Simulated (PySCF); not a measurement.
Species: C4H7F3Si.
Atom-mapped SMILES: `[CH3:1][Si@@H:2]1[CH2:3][C@@H:4]1[C:5]([F:6])([F:7])[F:8]` (hydrogens: H9, H10, H11 on C1; H12 on Si2; H13, H14 on C3; H15 on C4)

Torsions of this conformer, `[CH3:1][Si@@H:2]1[CH2:3][C@@H:4]1[C:5]([F:6])([F:7])[F:8]`: C3–C4–C5–F6 -47°.

The closed-shell ground state was solved at several levels (PySCF, density fitting, gas phase, non-relativistic). Geometry: PBE0-D3(BJ)/def2-SVP; no solvent, vibrations or thermal averaging.

```tsv
level	basis functions	HOMO (eV)	LUMO (eV)	gap (eV)	dipole (D)
CAM-B3LYP/def2-SVPD	229	-8.73	1.06	9.79	3.03
HF/pcSseg-1	178	-10.15	3.67	13.82	3.26
```

What might PBE0/pcSseg-1 (178 basis functions) give for the same quantities?

HOMO -7.39 eV, LUMO 0.50 eV, gap 7.89 eV, dipole 2.77 D.

Over all these levels, which gives the widest orbital gap and which the narrowest?

HF/pcSseg-1 (Hartree–Fock, all exact exchange) has the widest, 13.82 eV, and PBE0/pcSseg-1 (global hybrid, 25 % exact exchange) the narrowest, 7.89 eV. The two share the basis. From the narrowest to the widest the HOMO moves by -2.76 eV and the LUMO by +3.17 eV.

How far do the dipole and the HOMO energy spread over the levels?

The dipole runs from 2.77 to 3.26 D (mean 3.02 D) and the HOMO from -10.15 to -7.39 eV.
